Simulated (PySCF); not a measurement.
Electron correlation in Kr (krypton, neutral)

[Kr], closed-shell 1S. Computed with PySCF 2.14 in cc-pVTZ-DK (6s5p3d1f, 43 functions), with the spin-free X2C one-electron Hamiltonian (Gaussian nucleus). Frozen: [Ar] 3d10; 8 electrons correlated.

MP2 pair energies summed by pair of shells (mhartree):

```csv
pair,energy,share (%)
4p-4p,-124.04,72.4
4s-4p,-39.81,23.2
4s-4s,-7.42,4.3
```

Total MP2 correlation energy: -171.27 mhartree.

Same-spin part -42.70 and opposite-spin part -128.57 mhartree; SCS-MP2 scales them by 1/3 and 6/5 to -168.52 mhartree.

| level | correlation energy (mhartree) |
| --- | --- |
| CCSD | -186.78 |
| (T) | -5.29 |
| CCSD(T) | -192.07 |

Diagnostics: T1 = 0.0020, D1 = 0.0056, largest double amplitude 0.046.

Is a single reference adequate?

Yes, within this model without spin-orbit coupling: T1 lies below 0.03 and no double amplitude reaches 0.07.
